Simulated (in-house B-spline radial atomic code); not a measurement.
## Bi: [Xe] 4f14 (5d3/2)4 (5d5/2)5 6s2 (6p1/2)2 (6p3/2)1 (6g7/2)1 (an excited or competing configuration)

Method: Dirac-Hartree-Fock, average of the jj configuration, Fermi nucleus of rms radius 5.5211 fm. Calculated with a radial B-spline atomic code at the basis-set limit.

Z_r = [3n² - l(l+1)]/(2<r>); Z_e = n√(-2ε); the last column is Slater's effective charge. Values are occupation-weighted means over j. An effective charge above Z reflects the relativistic contraction of the inner shells.

```
shell  electrons    ε (eV)  <r> (bohr)    Z_r    Z_e  Slater
   1s          2    -91155     0.01579  94.97  81.85   82.70
   2s          2    -16541     0.06575  91.25  69.74   78.85
   2p          6    -14315     0.05996  83.39  64.87   78.85
   3s          2   -4075.8      0.1707  79.07  51.92   71.75
   3p          6   -3420.2      0.1724  72.51  47.56   71.75
   3d         10     -2685      0.1576  66.63  42.14   61.85
   4s          2   -985.61      0.3767  63.71  34.04   55.25
   4p          6   -764.56         0.4  57.50  29.99   55.25
   4d         10   -488.78      0.4217  49.80  23.97   43.85
   5s          2   -194.47      0.8375  44.78  18.90   25.35
   4f         14   -192.37      0.4395  40.95  15.04   32.45
   5p          6   -128.54      0.9459  38.59  15.37   25.35
   5d          9   -47.649       1.201  28.72   9.36   12.20
   6s          2   -27.844       2.116  25.52   8.58    7.15
   6p          3   -16.388       2.596  20.41   6.58    7.15
   6g          1  -0.37794          44   1.00   1.00       -
```

The least bound orbital is 6g7/2 at -0.3779 eV, and it is also the most diffuse (<r> = 44 bohr). The part-filled 5d shell lies below the filled 6s shell in orbital energy.

For the 1s electron the small component carries 10.1 % of the norm, the zero-frequency Breit interaction raises the level by 358 eV, self-energy by 233.5 eV, and vacuum polarisation lowers it by 50.59 eV.
